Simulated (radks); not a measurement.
Task: These are the eigenvalues of the occupied orbitals of an atom or ion with whole-number occupations (eV). Method: scalar-relativistic Kohn-Sham, PBE, spin-polarised, spherical densities, finite nucleus; Fermi nuclear charge, rms radius of each element as measured or else 0.836 A^(1/3) + 0.57 fm; computed with a radial shooting solver on a logarithmic mesh with Libxc functionals.

| orbital | eigenvalue |
|---|---|
| 1s up | -48293.47 |
| 1s down | -48293.40 |
| 2s up | -9210.871 |
| 2s down | -9204.008 |
| 2p up | -8394.660 |
| 2p down | -8389.369 |
| 3s up | -3121.476 |
| 3s down | -3113.919 |
| 3p up | -2866.225 |
| 3p down | -2858.500 |
| 3d up | -2540.794 |
| 3d down | -2531.264 |

Which element is it, and in what charge state? The configuration may be excited. Open shells, if any, are filled with parallel spins first.

Result: Z = 62, samarium, charge +36: Sm36+ in [Ar] 3d8. The list shows which subshells hold electrons but not how many an open one holds; the 1s level, -1774.8 hartree, gives Z - s = 59.6 by -(Z - s)^2/2, which with screening and relativity narrows Z to a few neighbours, and the depths of the outer levels then fix element, charge and occupations together.
